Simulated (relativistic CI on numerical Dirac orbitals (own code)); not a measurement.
# Sensitivity of the levels of Cd XXX to α and to the nuclear radius

These numbers are calculated, not measured: Dirac-Coulomb-Breit CI, KLI orbitals optimised for each configuration, derivatives by finite differences, unscaled Slater integrals, QED left out (own radial code, finite nucleus).

Configurations in the expansion (outside the closed core [Ne]): 3s²3p⁶3d, 3s²3p⁵3d², 3s3p⁶3d², 3s²3p⁶4s, 3s²3p⁶4p, 3p⁶3d³, 3p⁵3d⁴. Double excitations out of closed p, d and f shells are left out; levels of such configurations are missing from the list, as are those of other unlisted configurations, and high levels can miss mixing partners.

With x = (α/α₀)² − 1 an excitation energy changes as ω = ω₀ + qx; K = 2q/ω₀ is the relative enhancement. Terms are leading LS components, so labels can repeat. The field-shift factor is F = δν/δ⟨r²⟩ for the transition from the lowest level.

Lowest level 3s²3p⁶3d ²D3/2.

```
            Level  ω₀ (cm⁻¹)  q (cm⁻¹)  F (GHz/fm²)
   3s²3p⁶3d ²D5/2      74557     74460        0.525
 3s²3p⁵3d² ⁴D°1/2    1109842     46180         2.47
 3s²3p⁵3d² ⁴D°3/2    1120669     43740         2.54
 3s²3p⁵3d² ⁴D°5/2    1150923     54000         2.68
 3s²3p⁵3d² ⁴G°7/2    1176824     42590         2.65
 3s²3p⁵3d² ⁴D°5/2    1191061     81760         2.87
 3s²3p⁵3d² ⁴D°7/2    1207815    110300         2.92
 3s²3p⁵3d² ⁴G°9/2    1210776     98940         3.07
 3s²3p⁵3d² ²D°3/2    1235678     96840          2.8
3s²3p⁵3d² ⁴G°11/2    1237532    125800         3.33
 3s²3p⁵3d² ⁴P°3/2    1240431     70470         2.55
 3s²3p⁵3d² ⁴P°5/2    1241698    106600         3.03
 3s²3p⁵3d² ²G°7/2    1264745    100500         3.07
```

At this charge energies of transitions that change n are usually good to better than 1 %, and those within a shell (Δn = 0) to a few per cent.

Q: Which transition from the lowest level has the largest |K|?

A: 3s²3p⁶3d ²D5/2 at 74557 cm⁻¹, K = 2.
